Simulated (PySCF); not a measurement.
Input of a run (PBE0-D3(BJ)/def2-SVP geometry optimisation, gas phase (PySCF 2.14.0)), started from GFN2-xTB:
```
{"job": {"xc": "PBE0", "basis": "def2-SVP", "d3": "d3bj", "grid": 1, "shake": 0.01, "kind": "geom"}, "charge": 0, "multiplicity": 1}
C      2.091320    -0.807080    -0.047880
C      1.064890     0.343570    -0.285120
P     -0.296020     0.312310     0.980940
C     -1.227620    -1.164810     0.308510
F     -2.557580    -1.073040     0.609490
F     -1.179200    -1.337740    -1.013240
F     -0.790070    -2.293040     0.878460
C     -1.353470     1.627750     0.146030
F     -2.517770     1.808340     0.823630
F     -1.671640     1.355320    -1.115310
F     -0.721680     2.789810     0.168190
H      2.893050    -0.699490    -0.758950
H      1.574480    -1.744390    -0.192640
H      2.468170    -0.730130     0.959860
H      1.563240     1.306040    -0.170070
H      0.640850     0.304180    -1.281180
```

Output (energies in Eh, forces in Eh/bohr):
```
step   0  E = -1094.30764557  max force = 0.036674
step   1  E = -1094.31204720  max force = 0.011596
step   2  E = -1094.31273654  max force = 0.003168
step   3  E = -1094.31293281  max force = 0.001222
step   4  E = -1094.31296064  max force = 0.000518
step   5  E = -1094.31297608  max force = 0.000492
step   6  E = -1094.31297927  max force = 0.000372
optimisation converged
```

**Question.** Summarise the run.

**Answer.** The energy falls by 14.0 kJ/mol over 7 energy and gradient evaluations, the largest force component goes from 0.0367 to 3.7e-04 Eh/bohr, and the atoms move by 0.070 Å rms after alignment. The bond that changes most is C1–C2 (methyl carbon to sp3 carbon bound to phosphorus), which shortens by 0.038 Å. Bonds longer at the end by more than 0.005 Å: 8 of 15; shorter: 4. Among the angles that change most is C2–C1–H13, from 107.7° to 111.7°. The energy never rose by more than 1e-6 Eh on the way. The first step brought 83 % of the lowering.

**Question.** What are the final bond lengths?

**Answer.** C1–C2 1.523 Å, C2–P3 1.851 Å, P3–C4 1.895 Å, C4–F5 1.331 Å, C4–F6 1.333 Å, C4–F7 1.338 Å, P3–C8 1.892 Å, C8–F9 1.329 Å, C8–F10 1.334 Å, C8–F11 1.339 Å, C1–H12 1.100 Å, C1–H13 1.100 Å, C1–H14 1.101 Å, C2–H15 1.102 Å, C2–H16 1.101 Å. Numbering counts from 1 in the input's order; the species is EtP(CF3)2 (`CCP(C(F)(F)F)C(F)(F)F`).

The run used 183 basis functions and 45 SCF cycles in all.

No PBE0-D3(BJ)/def2-SVP frequencies stand behind this structure, so it isn't proved a minimum. The numbers are those of one conformer.

Conformer computed: `[CH3:1][CH2:2][P:3]([C:4]([F:5])([F:6])[F:7])[C:8]([F:9])([F:10])[F:11]`: C1–C2–P3–C4 -75°, C2–P3–C4–F5 -158°, C2–P3–C8–F9 174°.
